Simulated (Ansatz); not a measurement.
Computed with Ansatz on PBE0-D4/def2-TZVP structures; ΔE is electronic, products minus reactants. CCSD(T)/CBS is the MP2 limit (def2-TZVPP, def2-QZVPP) plus CCSD(T) − MP2 in def2-TZVPP, frozen cores. This one scheme is used for every species. Functionals use def2-TZVPP. B3LYP here is the variant with VWN-RPA as its local correlation; programs differ in this. Each species was taken in one conformer, which may not be the lowest.

Consider the ligand exchange at the Al–O bond: `O[SiH](O)[O][AlH2]` + `O[SiH](O)[SiH3]` → `O[SiH]([SiH3])[O][AlH2]` + `O[SiH](O)O`.

| level | ΔE (kJ/mol) | difference from CCSD(T)/CBS |
| --- | --- | --- |
| PBE-D4 | 0.4 | 0.7 |
| r2SCAN-D4 | -0.1 | 0.2 |
| PBE0-D4 | -0.5 | -0.2 |
| B3LYP-D4 | -0.8 | -0.5 |
| ωB97M-V | 0.1 | 0.4 |
| B2PLYP | 0.1 | 0.4 |
| PBE | 1.2 | 1.5 |
| r2SCAN | 0.2 | 0.5 |
| PBE0 | 0.3 | 0.6 |
| B3LYP | 0.5 | 0.8 |
| MP2/def2-TZVPP | -0.5 | -0.2 |
| CCSD/def2-TZVPP | -0.5 | -0.2 |
| CCSD(T)/def2-TZVPP | -0.4 | -0.1 |
| MP2/def2-QZVPP | -0.4 | -0.1 |
| SCS-MP2/def2-QZVPP | -0.3 | 0.0 |
| HF/CBS(def2) | -1.0 | -0.7 |
| CCSD(T)/CBS | -0.3 | 0 |

Largest T1 diagnostic among the species: 0.013.
